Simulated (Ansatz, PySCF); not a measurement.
This singlet lies 1.89 eV below the relaxed triplet at the level composite: frozen-core CCSD(T) with HF/cc-pVQZ and the correlation energy extrapolated as X^-3 from cc-pVTZ and cc-pVQZ, plus CCSDT(Q) minus CCSD(T) in cc-pVDZ // PBE0-D3(BJ)/def2-TZVP (Ansatz, a first-principles code).

Cartesian coordinates (Å):
```xyz
3

F      1.2787    -0.3408     0.0000
Ge    -0.0906     0.7594     0.0000
H     -1.1881    -0.4186     0.0000
```
Charge 0, spin multiplicity 1.

Question: Estimate the total energy, dipole moment and HOMO–LUMO gap that PBE-D3(BJ)/def2-TZVP // PBE0-D3(BJ)/def2-TZVP run with PySCF 2.14.0 returns for this input.

Answer: 
```
Quantity               Value
-------------  -------------
total energy   -2177.0867 Ha
dipole moment         1.71 D
HOMO–LUMO gap        2.42 eV
```
